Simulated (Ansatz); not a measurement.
System: sum formula HBOCl, charge 1, multiplicity 1. It need not be the lowest isomer of its formula. 
Coordinates optimised at B3LYP-D3(BJ)/def2-TZVP (Ansatz, an electronic-structure program):
```xyz
4

B      0.4089    -0.1784    -0.2336
O      1.4081    -0.5305    -0.8862
Cl    -0.9068     0.3728     0.5404
H      2.1066    -1.2012    -0.9291
```
Charge +1, spin multiplicity 1.

Basis-set convergence of Hartree-Fock and CCSD correlation energies (hartree) with Ansatz. Cores are frozen in the correlated levels unless marked. No spin-orbit coupling. No relativistic terms.

```tsv
basis	functions	E(HF)	E(corr, CCSD)
cc-pV(D+d)Z	56	-559.42600	-0.40587
cc-pV(T+d)Z	113	-559.47620	-0.51340
cc-pV(Q+d)Z	204	-559.48742	-0.55092
```

Extrapolating the two largest sets (X = 3 and 4) as X^-3: E(corr) = (64·(-0.55092) - 27·(-0.51340))/37 = -0.5783 Eh, an estimate of the basis-set limit. The largest set recovers 95.3 % of it, the smallest 70.2 %.
